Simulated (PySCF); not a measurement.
## Krypton: a sound run and one with changed settings

Sound run: Kr(2+) [Ar] 3d10 4s2 4p4, Kr(3+) [Ar] 3d10 4s2 4p3. Calculation: PySCF 2.14, in def2-TZVP (6s5p4d1f, 48 functions); no relativity, point nucleus. In the sound run the correlated levels freeze [Ar] 3d10. The sound run starts from symmetry-adapted Hartree-Fock orbitals and uses a fine grid where one is needed.

Changed run: a valence shell is frozen. This setting is unsound on purpose.

| species | method | sound run (hartree) | changed run (hartree) | converged |
| --- | --- | --- | --- | --- |
| Kr(2+) | MP2 | -2750.77565 | -2750.71758 | yes |
| Kr(2+) | CCSD(T) | -2750.79884 | -2750.72656 | yes |
| Kr(3+) | MP2 | -2749.48965 | -2749.42547 | yes |
| Kr(3+) | CCSD(T) | -2749.50766 | -2749.43037 | yes |

Ionisation energy of Kr(2+):

| method | sound run (eV) | changed run (eV) |
| --- | --- | --- |
| UHF | 34.301 | 34.301 |
| MP2 | 34.994 | 35.160 |
| SCS-MP2 | 35.065 | 35.337 |
| CCSD | 35.113 | 35.249 |
| CCSD(T) | 35.135 | 35.271 |

Freezing a valence shell removes pair correlation that changes on ionisation.

For comparison, NIST gives 35.838 ± 0.02 eV between the lowest levels.
